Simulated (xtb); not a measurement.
xtb input (GFN2-xTB):

```bash
xtb mol.xyz --gfn 2 --ohess tight --chrg -1 --uhf 0
```
mol.xyz:
```
4

Te    -0.01916824    -0.60414260     0.37588937
F      1.92127414    -0.30048848    -0.05777487
F      0.04419320     1.18893340    -0.29667981
F     -1.95473215    -0.27671880    -0.02109341
```

End of the output:

```
optimized geometry written to: xtbopt.xyz

           -------------------------------------------------
          | TOTAL ENERGY              -17.628333194972 Eh   |
          | TOTAL ENTHALPY            -17.617882666476 Eh   |
          | TOTAL FREE ENERGY         -17.654790239249 Eh   |
          | GRADIENT NORM               0.000015325532 Eh/α |
          | HOMO-LUMO GAP               3.365146348257 eV   |
           -------------------------------------------------

------------------------------------------------------------------------
------------------------------------------------------------------------
 total:
 SCF:
 ANC optimizer:
 analytical hessian:
```
